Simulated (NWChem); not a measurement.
# Correlation energy of Ga

```xyz
1

Ga     0.0000     0.0000     0.0000
```
Charge 0, spin multiplicity 2.

Everything below was run with NWChem.

Basis set: def2-QZVP. Each correlation energy counts from its own Hartree-Fock reference.

The Hamiltonian is non-relativistic. The correlated methods keep 9 core orbitals frozen. No SCF solution was tested for a lower state. Open-shell Hartree-Fock references start from PBE0 orbitals. No row is a measurement; the coupled-cluster row has its own basis-set and correlation limits.

| method | correlation energy (mHa) |
|---|---|
| UMP2 | … |
| SCS-UMP2 | -212.2 |
| CCSD on ROHF | … |
| CCSD[T] on ROHF | -239.3 |
| CCSD(T) on ROHF | -237.8 |
| CCSD on UHF | -225.6 |
| CCSD[T] on UHF | -236.1 |
| CCSD(T) on UHF | -234.5 |

Question: What belongs in the gaps?

Answer: 
- UMP2, correlation energy (mHa): -229.2
- CCSD on ROHF, correlation energy (mHa): -228.7
